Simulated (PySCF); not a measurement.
## Where the electron goes

CH7GeN.
Structure used (PBE0-D3(BJ)/def2-SVP), in Å, numbered top down from 1:
```
atom  x, y, z in Å
N1    -1.227    0.405    0.620
C2    -0.365   -0.704    0.265
Ge3    1.508   -0.242    0.640
H4    -2.209    0.159    0.510
H5    -1.060    1.202    0.008
H6    -0.439   -1.061   -0.785
H7    -0.604   -1.573    0.900
H8     2.448   -1.384    0.201
H9     1.876    1.029   -0.156
H10    1.709    0.040    2.138
```

Level of theory: PySCF, TDDFT CAM-B3LYP/def2-SVPD, vertical, gas phase, core orbitals frozen in the response. Relativistic effects, spin–orbit coupling among them, are left out although an element past zinc is present.

Kohn–Sham orbitals with the atoms that hold most of them (Löwdin shares over 4%, at most four atoms; ? is withheld):

```
orbital  ε (eV)                             atoms
 HOMO-3  -10.73    Ge3 41%, H8 31%, H9 17%, C2 4%
 HOMO-2  -10.64    Ge3 40%, H10 34%, H9 9%, C2 7%
 HOMO-1  -10.20                                 ?
   HOMO   -8.38                                 ?
   LUMO       ?     Ge3 43%, C2 13%, H8 7%, H9 6%
 LUMO+1    1.47  Ge3 32%, C2 16%, H9 11%, H10 11%
 LUMO+2    2.07    Ge3 32%, H4 17%, H5 10%, N1 9%
```

(1) Give the leading atoms of the HOMO-1.

(2) Which atoms hold the HOMO, and with what shares?

(3) What is the LUMO energy, and the HOMO–LUMO gap?

Answers

(1) C2 (bonded to Ge, N and 2 H) 32%; Ge3 (bonded to C and 3 H) 23%; N1 (bonded to C and 2 H) 15%; H9 (bonded to Ge) 11%.

(2) N1 (bonded to C and 2 H) 56%; C2 (bonded to Ge, N and 2 H) 17%; H6 (bonded to C) 7%; Ge3 (bonded to C and 3 H) 6%.

(3) ε(LUMO) = 1.03 eV; the gap is 9.41 eV (0.3456 hartree).

**Question.** How does S1 compare with the orbital gap of 9.41 eV?

**Answer.** S1 is at 6.12 eV (f = 0.0053), 3.28 eV below the gap, made of HOMO→LUMO (67%), HOMO→LUMO+1 (22%), HOMO→LUMO+2 (9%). 

Next come S2 at 7.10 eV (f 0.0045), HOMO→LUMO+2 (43%), HOMO→LUMO (27%), HOMO→LUMO+1 (25%); S3 at 7.38 eV (f 0.097), HOMO→LUMO+1 (42%), HOMO→LUMO+2 (40%), HOMO→LUMO+5 (12%); S4 at 7.78 eV (f 0.032), HOMO→LUMO+5 (64%), HOMO→LUMO+6 (9%); S5 at 7.91 eV (f 0.0006), HOMO→LUMO+3 (63%), HOMO→LUMO+4 (26%).

One conformer stands for the species.
